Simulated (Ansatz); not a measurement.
Consider the cleavage of the B–Ge bond: `O[B](F)[GeH3]` + `[NH2][GeH3]` → `OB(F)[NH][GeH3]` + GeH₄.

Program: Ansatz. Geometries: PBE0-D4/def2-TZVP. ΔE: electronic, gas phase. CCSD(T)/CBS is the MP2 limit (def2-TZVPP, def2-QZVPP) plus CCSD(T) − MP2 in def2-TZVPP, frozen cores. For Ge outer-core shells are correlated without core-valence functions, which leaves a few kJ/mol of doubt a bond. Scalar relativity is left out up to krypton. Each species was taken in one conformer, which may not be the lowest.

```json
{"level": "HF/def2-TZVPP", "ΔE (kJ/mol)": "-146.2"}
{"level": "SCS-MP2/def2-TZVPP", "ΔE (kJ/mol)": "-130.5"}
```

(1) What does CCSD(T)/CBS give? (Estimate.)

Largest T1 diagnostic among the species: 0.013.

Results:

(1) The calculation gave: -123.8 kJ/mol. The listed levels differ from it by -22.4, -6.7 kJ/mol.

From PBE to PBE0 (25 % exact exchange), in def2-TZVPP and without D4, ΔE moves by −9.3 kJ/mol. In def2-TZVPP, CCSD(T) changes the Hartree–Fock value by +19.0 kJ/mol (the triples alone add +2.7 kJ/mol) and MP2 by +16.8 kJ/mol. The D4 term adds −3.1 kJ/mol with B3LYP and −1.7 kJ/mol with PBE0; it sums over pairs of atoms, weighted by their polarisabilities, and B3LYP, whose exchange is more repulsive, gets the larger term.

B3LYP here is the variant with VWN-RPA as its local correlation; programs differ in this.
